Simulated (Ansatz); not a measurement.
Ansatz (a program for electronic structure) input:

Ansatz 0.2 input:
```yaml
crystal:
  periodic: [false, false, false]
  atoms:
    - {symbol: F, position_ang: [-1.80859123, 0.87204318, -0.12027153]}
    - {symbol: C, position_ang: [-1.19277641, -0.32990127, 0.05142083]}
    - {symbol: Br, position_ang: [0.75235255, -0.11834119, 0.01472242]}
    - {symbol: H, position_ang: [-1.44634856, -0.73385834, 1.02686496]}
    - {symbol: H, position_ang: [-1.45201134, -0.99318101, -0.76823070]}
basis:
  gaussian:
    orbitals: def2-TZVP
hamiltonian:
  xc: b3lyp
  dispersion: d3bj
phonons: {temperatures: {t_min: 298.15, t_max: 298.15, t_step: 100}}
```

### Question
What final total energy does it print?

### Answer
-2713.39297 Eh (B3LYP-D3(BJ)/def2-TZVP). The basis has 122 functions. The run takes about 40 core-seconds (a rough figure).
